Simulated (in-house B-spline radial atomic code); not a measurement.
Configurations of the thulium ion Tm⁺, with energies counted from [Xe] 4f13 6s1. All numbers are computed (scalar-relativistic (X2C) B3LYP, spin-polarised, spherical fractional occupations, exact exchange averaged over the configuration; Fermi nucleus of rms radius 5.2256 fm) with a radial B-spline atomic code at the basis-set limit, not measured. Shells without spins written out take the highest spin.

Occupations are held fixed; configurations that lie above the ionisation limit could autoionise.

```tsv
configuration	E - E(ref) (eV)	highest orbital	its <r> (bohr)
[Xe] 4f13 6p1	3.7309	6p up	4.591
[Xe] 4f13 7s1	6.5151	7s up	7.426
[Xe] 4f12 5f1 6s1	12.621	5f up	7.942
[Xe] 4f12 6s1 7f1	14.492	7f up	20.72
[Kr] 4d10 4f13 5s2 5p5 6s1 6p1	29.396	6p up	4.145
[Kr] 4d10 4f13 5s2 5p5 6s1 6f1	36.809	6f up	13.69
```

Task: Order these further configurations by energy, lowest first.
A. [Xe] 4f14
B. [Kr] 4d10 4f13 5s2 5p5 5f1 6s1
C. [Kr] 4d9 4f13 5s2 5p6 6s1 6p1
D. [Kr] 4d9 4f13 5s2 5p6 6s1 7d1
E. [Kr] 4d10 4f14 5s2 5p5 6s1

Result: A (3.5316 eV), E (25.728 eV), B (35.658 eV), C (177.64 eV), D (184.5 eV).

Task: How far above the reference does [Xe] 4f13 7f1 lie?

Result: 10.554 eV; its least bound orbital is 7f up with <r> = 21.78 bohr.
